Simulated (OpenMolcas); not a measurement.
## How methods differ on CH5FGeO (SMILES [CH3][GeH]([OH])[F])

CH5FGeO has 9 atoms, charge 0, and is taken as a singlet. SMILES: `[CH3][GeH]([OH])[F]`. The coordinates come from a PBE0-D4/def2-TZVP relaxation. This is one conformer, not always the lowest.

Each level gives the vertical ionisation energy (to the doublet cation) (eV). The values are calculated.

```
         level           kind     program  value (eV)  CPU time (all runs)
    HF/cc-pVDZ   Hartree–Fock  OpenMolcas       11.19                 38 s
 SVWN5/cc-pVDZ            LDA  OpenMolcas       10.56              2.2 min
  BLYP/cc-pVDZ            GGA  OpenMolcas       10.28              3.5 min
 M06-L/cc-pVDZ       meta-GGA  OpenMolcas       10.70              5.2 min
  TPSS/cc-pVDZ       meta-GGA  OpenMolcas       10.51                5 min
r2SCAN/cc-pVDZ       meta-GGA  OpenMolcas       10.73              4.2 min
 B3LYP/cc-pVDZ  global hybrid  OpenMolcas       10.93              3.2 min
 BHLYP/cc-pVDZ  global hybrid  OpenMolcas       11.35              3.1 min
```

All-electron rows without a relativistic Hamiltonian named are non-relativistic. The values span 10.28 to 11.35 eV. CPU times are rough (shared hosts, several kinds of processor and program).
